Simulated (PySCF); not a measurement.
Structure problem from calculated spectra and properties.

Formula: C5H2F6.

| Quantity | Value |
| --- | --- |
| UV, first state | lowest singlet excitation: 5.83 eV (213 nm, f = 0.000) [TDDFT PBE0/def2-SVPD] |
| Rotational structure | rotational constants A, B, C: 1.351, 1.039, 0.741 GHz [GFN2-xTB] |
| NMR, other nuclei | isotropic shieldings of nuclei other than C and H, by class: 245 (6 F) ppm [GIAO PBE0/pcSseg-1] |
| UV, strongest line | among the 6 lowest singlet transitions: S4 at 8.05 eV (154 nm, f = 1.143) [TDDFT PBE0/def2-SVPD] |
| Dipole | 3.63 D [PBE0/def2-SVPD] |
| Triplet | lowest triplet excitation (Tamm–Dancoff): 4.52 eV [TDA PBE0/def2-SVPD] |
| Polarisability | 66.6 au [PBE0/def2-SVPD] |
| 13C NMR | chemical shifts (computed TMS as zero) by class: 222.2 (1 C), 130.5 (2 C), 102.2 (1 C), 91.7 (1 C) ppm [GIAO PBE0/pcSseg-1] |

Electronic properties: PySCF, gas phase, density fitting. Levels stand in brackets. NMR shifts are as computed; neighbouring signals can stand in another order in a measured spectrum. Geometry: GFN2-xTB; no solvent, vibrations or thermal averaging. NMR classes are plain means over equivalent atoms (diastereotopic ones count apart unless rotation or inversion swaps them), as if these changed places fast.

Question: Propose a structure and show how it fits.

Answer: Numbering: `[CH2:1]=[C:2]=[C:3]([C:4]([F:5])([F:6])[F:7])[C:8]([F:9])([F:10])[F:11]`. Its formula, C5H2F6, gives 2 degrees of unsaturation: 0 rings and 2 π bonds in the structure found. 5 carbons fall into 4 classes; from least to most shielded: central carbon of cumulated double bonds [C2] (222.2 ppm), CF3 carbon [C4/C8] (130.5 ppm, 2 C), outer carbon of cumulated double bonds [C3] (102.2 ppm), outer carbon of cumulated double bonds [C1] (91.7 ppm). The other shieldings belong to: 245 ppm, fluorine of a CF3 group [F5/F6/F7/F9/F10/F11]. The optimised geometry has point group C2 and is an asymmetric top. Structure: `FC(C(C(F)(F)F)=C=C)(F)F`. The assignments are read from this structure; whether some other isomer fits the data as well wasn't checked.

The values belong to the conformer `[CH2:1]=[C:2]=[C:3]([C:4]([F:5])([F:6])[F:7])[C:8]([F:9])([F:10])[F:11]`: C2–C3–C4–F5 -99°, C2–C3–C8–F9 20°.
